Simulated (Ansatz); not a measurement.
C3H9CdNO (`CC(C)[O][Cd][NH2]`). Charge 0, multiplicity 1. Correlated methods include outer-core shells of Cd, which these sets cover unevenly. Cd: def2 effective core potential.

Cartesian coordinates in Å:
```
C -0.791 1.549 -0.507
C -1.020 0.082 -0.830
C -1.654 -0.649 0.341
O 0.153 -0.546 -1.263
Cd 1.706 -0.694 -0.055
N 3.281 -0.840 1.176
H -0.321 2.054 -1.353
H -0.128 1.647 0.364
H -1.725 2.065 -0.268
H -1.721 0.030 -1.678
H -1.797 -1.704 0.097
H -2.623 -0.221 0.614
H -1.005 -0.585 1.225
H 4.102 -0.383 0.795
H 3.543 -1.806 1.340
```

**Question.** Give the diagnostics of a CCSD(T)/def2-TZVPP run (frozen core, Ansatz). (Best estimate.)

**Answer.** The calculation gave: T1 = 0.0150, largest single amplitude 0.035, largest double 0.026, (T) share of the correlation energy 3.5 %, 12 CCSD cycles. The RHF solution is stable towards an unrestricted one. T1 lies under the customary mark of 0.02 for closed shells.
